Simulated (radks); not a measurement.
Results of a calculation; reference values are marked as such.
Cd14+, configuration [Ar] 3d10 4s2 4p4. Code: a radial shooting solver on a logarithmic mesh with Libxc functionals. Model: Dirac Kohn-Sham, PBEsol, spin-unpolarised, spherical densities, finite nucleus; open shells fill j = l - 1/2 first; Fermi nuclear charge, rms radius 4.6087 fm.

Spin-orbit splittings of the eigenvalues, e(l+1/2) - e(l-1/2), with zeta = 2 splitting/(2l+1) and mean radii in bohr:

| shell | occ. | splitting (eV) | zeta (eV) | <r> j=l-1/2 | <r> j=l+1/2 |
|---|---|---|---|---|---|
| 2p | 6 | ? | ? | 0.1112 | 0.1164 |
| 3p | 6 | 34.93 | 23.29 | 0.3469 | 0.3576 |
| 3d | 10 | 7.179 | 2.871 | 0.3283 | 0.3316 |
| 4p | 4 | 8.118 | 5.412 | 0.8208 | 0.8389 |
| 4d | 0 | 1.511 | 0.6045 | 0.8863 | 0.8916 |

Estimate the 2p splitting.

Answer. 192.5 eV (zeta = 128.3 eV).
